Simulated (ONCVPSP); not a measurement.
What the settings do to the ONCV potential of molybdenum

Base potential:

ONCVPSP 4.0.1 input, shortened (lines: element, Z, core and valence counts, functional; n l f; lmax; l rc ep ncon nbas qcut; lloc lpopt rc5 dvloc0; l nproj debl; icmod fcfact rcfact), Wu-Cohen, scalar-relativistic:

```
  Mo 42.00    6    4  -118130      upf
    1    0    2.00
    2    0    2.00
    2    1    6.00
    3    0    2.00
    3    1    6.00
    3    2   10.00
    4    0    2.00
    4    1    6.00
    4    2    5.00
    5    0    1.00
    2
    0    1.65    0.00    3    6    6.30
    1    1.35    0.00    4    9    7.10
    2    2.00    0.00    4    8    8.40
    4    2    1.20    3.00
    0    2    1.40
    1    2    1.90
    2    1    1.40
    0    0.00    0.00
```

All-electron outer shells of the reference configuration (Wu-Cohen, scalar-relativistic, ld1.x):

```json
{"shell": "3d", "level (eV)": "-221.03", "outermost node (bohr)": "–", "outermost maximum (bohr)": "0.32"}
{"shell": "4s", "level (eV)": "-64.33", "outermost node (bohr)": "0.51", "outermost maximum (bohr)": "0.99"}
{"shell": "4p", "level (eV)": "-38.46", "outermost node (bohr)": "0.52", "outermost maximum (bohr)": "1.06"}
{"shell": "5s", "level (eV)": "-4.12", "outermost node (bohr)": "1.34", "outermost maximum (bohr)": "2.93"}
{"shell": "4d", "level (eV)": "-3.76", "outermost node (bohr)": "0.53", "outermost maximum (bohr)": "1.38"}
```

Cutoffs, loose and tight: the cutoffs (Ha) at which the residual kinetic energy of the hardest occupied pseudo-wave falls to 1 and 0.1 mHa per electron. They do not see the model core or the augmentation charge, which bear on the density cutoff. Test errors are all-electron minus pseudo excitation energies from the reference, over the configurations 4s2 4p6 4d5 5s0; 4s2 4p6 4d4 5s0; 4s2 4p6 4d3 5s0; 4s2 4p6 4d5.5 5s0.5. A dash means not determined; rows that change the core or the reference have their own tests.

```csv
change,outcome,"cutoff, loose","cutoff, tight",bound ghosts,GHOST(+) flags above zero,largest test error (meV)
base,generated,23 Ha,94 Ha,none,none,+3.2
s: rc 1.52,generated,23 Ha,94 Ha,none,none,+3.2
s: qcut 4.1,generated,25 Ha,94 Ha,none,none,+3.2
"local potential polynomial inside 1.20 bohr (lpopt 2, dvloc0 -1.5 Ha)",generated,23 Ha,94 Ha,none,none,+3.4
"s: ncon 4, nbas 7",generated,23 Ha,94 Ha,none,s,+3.2
"local potential polynomial inside 1.15 bohr (lpopt 3, dvloc0 0 Ha)",generated,23 Ha,94 Ha,none,s,+4.1
"all radii scaled by about 0.85 (s 1.40, p 1.16, d 1.70 bohr); local potential polynomial inside 1.02 bohr (lpopt 2, dvloc0 3 Ha)",generated,42 Ha,180 Ha,none,none,+2.4
s: qcut 5.6; p: qcut 6.4; d: qcut 7.5,generated,24 Ha,136 Ha,none,none,+3.6
```

(1) What comes out with this change to the base: functional PBE?

## Answers

(1) outcome: generated; cutoff, loose: 23 Ha; cutoff, tight: 95 Ha; bound ghosts: none; GHOST(+) flags above zero: none; largest test error (meV): +2.5.
